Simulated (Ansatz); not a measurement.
```yaml
crystal:
  periodic: [false, false, false]
  atoms:
    - {symbol: N, position_ang: [-0.358048, -1.318013, 1.498090]}
    - {symbol: Si, position_ang: [0.568475, -0.391414, 0.404483]}
    - {symbol: O, position_ang: [0.984458, 1.151828, 0.878693]}
    - {symbol: Si, position_ang: [-0.658096, 0.181968, -1.510447]}
    - {symbol: O, position_ang: [-0.290134, 1.756012, -1.860749]}
    - {symbol: H, position_ang: [-1.325564, -1.126615, 1.695983]}
    - {symbol: H, position_ang: [0.051874, -1.949870, 2.164447]}
    - {symbol: H, position_ang: [1.816691, -1.183998, 0.220320]}
    - {symbol: H, position_ang: [1.581066, 1.259471, 1.621588]}
    - {symbol: H, position_ang: [-0.339019, -0.662843, -2.692129]}
    - {symbol: H, position_ang: [-2.119381, 0.023346, -1.244062]}
    - {symbol: H, position_ang: [0.164676, 2.204928, -1.142218]}
basis:
  gaussian: {orbitals: STO-3G, point_charges: [{charge: 1.00, position_ang: [4.798, -0.546, -0.647]}]}
total_charge: -2
hamiltonian: {xc: {name: B3LYP}}
output: {forces: true}
```

```sh
$ ansatz run in.yaml --threads 4 --pin off --events-out ev --progress --plain --max-ram 10444MiB
```

It prints (some lines left out):

```
Functional definition: B3LYP
499 factors; integrals over basis functions are off by at most 3.2e-5 eV
mean field evaluation 1: about -21170.3658 eV, gradient 2.3e1 eV
mean field evaluation 2: about -21166.5042 eV, gradient 3.5e1 eV
mean field evaluation 4: about -21174.0961 eV, gradient 4.5e0 eV
mean field evaluation 8: about -21174.2014 eV, gradient 1.2e0 eV
mean field evaluation 16: about -21174.2496 eV, gradient 1.7e-5 eV
mean field -21174.24961106 eV, -778.1393207846 hartree, gradient 1.9e-5 eV, S^2 0.000000; 3 other end points of the search recorded, 0 dependent functions left out
reference -21174.24981199 eV, -778.1393281687 hartree; 30, 30 occupied and 10, 10 virtual orbitals, 499 factors
Total energy: -21174.24981199 eV, -778.1393281687 hartree
Atom 0 at    -0.358048    -1.318013     1.498090 Å, force     0.102655    -1.589917     0.241054 eV/Å
Atom 1 at     0.568475    -0.391414     0.404483 Å, force     0.049867     2.068956    -0.973481 eV/Å
Atom 2 at     0.984458     1.151828     0.878693 Å, force    -2.318658     3.856408    -3.649645 eV/Å
Atom 3 at    -0.658096     0.181968    -1.510447 Å, force    -4.126830    -4.775644    -4.280689 eV/Å
Atom 4 at    -0.290134     1.756012    -1.860749 Å, force    -3.039925    -0.768943    -5.882552 eV/Å
Atom 5 at    -1.325564    -1.126615     1.695983 Å, force    -2.547701     0.385010     0.808010 eV/Å
Atom 6 at     0.051874    -1.949870     2.164447 Å, force     0.828530    -3.111696     3.670365 eV/Å
Atom 7 at     1.816691    -1.183998     0.220320 Å, force     4.288288    -3.128438     0.373611 eV/Å
Atom 8 at     1.581066     1.259471     1.621588 Å, force     5.800444     2.105021     7.428290 eV/Å
Atom 9 at    -0.339019    -0.662843    -2.692129 Å, force    -0.916089     1.457213    -2.084689 eV/Å
Atom 10 at    -2.119381     0.023346    -1.244062 Å, force    -0.441561     1.115370    -1.450611 eV/Å
Atom 11 at     0.164676     2.204928    -1.142218 Å, force     3.551295     2.332401     5.577031 eV/Å
Dipole moment:    -0.295760     0.272432     0.242002 e Å
```

What is wrong with this run?

The charge is far from anything that the molecule holds. The calculation finished and met its thresholds. The result belongs to that input, not to the molecule as meant.

B3LYP here is the variant with VWN-RPA as its local correlation; programs differ in this.
